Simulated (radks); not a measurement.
The numbers below are computed, except where a source is named.
Valence configurations of the terbium ion Tb+ (all share [Xe]). Code: a radial shooting solver on a logarithmic mesh with Libxc functionals. Model: non-relativistic Kohn-Sham, PBE, spin-polarised, spherical densities, point nucleus; open shells are filled with parallel spins first (spin-orbit coupling, left out, can overturn this in heavy ions); relativity is left out, which matters for an element this heavy. Energies are relative to 4f9 6s1; eigenvalues in eV for spin up.

valence,E (eV),moment (Bohr magnetons),e(4f),e(5d),e(6p),e(6s)
4f9 6s1,0.000,6,-14.338,-,-,-8.535
4f9 5d1,0.853,6,-12.009,-6.388,-,-
4f8.5 6s1.5,2.241,6,-19.228,-,-,-9.253
4f9 6p1,2.806,6,-15.433,-,-6.295,-
4f8 5d1 6s1,4.698,8,-21.464,-9.578,-,-9.216
4f8 6s1 6p1,8.723,8,-25.358,-,-7.511,-10.881
4f7.5 5d1 6s1 6p0.5,10.942,9,-27.277,-11.708,-6.965,-10.340
4f7 5d2 6s1,13.972,10,-29.260,-11.163,-,-9.709
4f7.5 6s1 6p1.5,16.295,9,-31.313,-,-8.292,-11.940
4f6.5 6s1.5 6p2,40.730,9,-43.442,-,-9.441,-13.574

NIST lists [Xe] 4f9 6s1 as the ground configuration; this level of theory agrees among the configurations tried. The energies are those of spherical high-spin densities, not of single terms. Relativity is left out, which favours d and f over s occupation in heavy atoms.
